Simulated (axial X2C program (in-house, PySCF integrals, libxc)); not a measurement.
## Estimating the spin–orbit splitting of the π levels of CaI⁻

Computed with an axial X2C code built on PySCF integrals. Spin-free means the one-electron spin-free X2C Hamiltonian; two-component (2c) means X2C with spin–orbit coupling and atomic mean-field two-electron Coulomb and Gaunt terms, so the difference of the two also holds small scalar two-electron terms. Basis: I dyall-acv3z [12s13p9d5f1g], Ca dyall-acv3z [12s13p7d5f] (cores contracted in-house); Gaussian nuclei, density fitting, unrestricted open shells. Masses: I 126.904 u, Ca 39.963 u.

Hartree–Fock at 3.012 Å, closed shell. Valence p splittings ε(p3/2) − ε(p1/2) of spherical Dirac–Hartree–Fock atoms with fractionally filled p shells: I 5p 1.128 eV.

```
filled π level (eV), spin-free  I p share  Ca p share
                         -5.68       0.89        0.02
```

Problem. In first order a p shell splits by 3ζ/2 and a π orbital by ζ. Estimate the splitting of each π level from the shares.

Solution. level -5.68 eV: (2/3) × (0.89 × 1.128) = 0.67 eV.

The two-component Hartree–Fock calculation gives:

```
ε(ω = 1/2) (eV)  σ share of it  ε(ω = 3/2) (eV)  splitting (eV)  estimate (eV)
         -5.713           0.34           -5.334            0.38           0.67
```

The estimate leaves out the mixing of π1/2 with σ1/2 levels, which pushes the ω = 1/2 spinor up or down, the d and f parts of the orbital, small shares of the strongly split outer-core p shell of a metal, the Gaunt term (absent from the atomic values), and the change of the atomic p orbitals with charge; Löwdin shares depend on the basis.
